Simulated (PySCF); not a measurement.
These 2 structures share the formula C4H12SSi. Theory: PBE0-D3(BJ)/def2-SVP geometry optimisation, gas phase in PySCF. Energies are electronic, without zero-point or thermal terms, for one conformer each. No frequencies were run at this level. Point groups hold within 0.08 Å.

Question: Rank from lowest to highest electronic energy at this level (kcal/mol).
A. Me3Si(SMe), `C[Si](C)(SC)C`
B. `[CH3:1][CH:2]([CH3:3])[CH2:4][S:5][SiH3:6]` with C1–C2–C4–S5 63°, C2–C4–S5–Si6 -103°

Answer: A (0.0), B (26.8).

As drawn, the lower has an Si–C bond, which the higher lacks.

| SMILES | E (Eh) | E rel (kcal/mol) | dipole (D) | point group | A, B, C (MHz) |
| --- | --- | --- | --- | --- | --- |
| CS[Si](C)(C)C | -846.62185 | 0.0 | 1.78 | near Cs | 2684, 1583, 1470 |
| CC(C)CS[SiH3] | -846.57920 | 26.8 | 1.58 | C1 | 4063, 1159, 1038 |

Question: How do the relative energies change in single points at PBE0/pcSseg-1 (no added dispersion term) on the same geometries?

Answer: 
```csv
SMILES,PBE0-D3(BJ)/def2-SVP (kcal/mol),PBE0/pcSseg-1 (kcal/mol),shift
CS[Si](C)(C)C,0.0,0.0,0.0
CC(C)CS[SiH3],26.8,28.5,+1.7
```

Each column counts from its own lowest isomer. The order is unchanged; the largest shift is 1.7 kcal/mol.
